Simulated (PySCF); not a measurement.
# Working out the ionisation energy of P⁺

P⁺ [Ne] 3s2 3p2 (3P) → P²⁺ [Ne] 3s2 3p1 (2P). All numbers are calculated (PySCF 2.14, the non-relativistic Hamiltonian (point nucleus), in cc-pV(D+d)Z (4s3p2d, 23 functions)). Frozen: [Ne]. Energies in hartree (1 hartree = 27.21139 eV):

```
            part   P⁺ (lower)  P²⁺ (upper)
             UHF  -340.344173  -339.639406
CCSD correlation    -0.071858    -0.059359
             (T)    -0.001004    -0.000642
```

Task: What does Hartree-Fock give?

Result: (-339.639406) − (-340.344173) = 0.704767 hartree = 19.178 eV.

Task: What do CCSD and CCSD(T) give?

Result: The CCSD correlation energies differ by 0.012499 hartree = 0.340 eV and the triples by 0.000362 hartree = 0.010 eV, so CCSD gives 19.518 eV and CCSD(T) 19.528 eV.

Reference: 19.769 eV (semi-empirical (NIST evaluation); NIST Atomic Spectra Database, ionization energies), between the lowest levels; spin-orbit coupling is absent from the calculation.

What remains against the reference includes basis incompleteness, the frozen core and higher excitations.
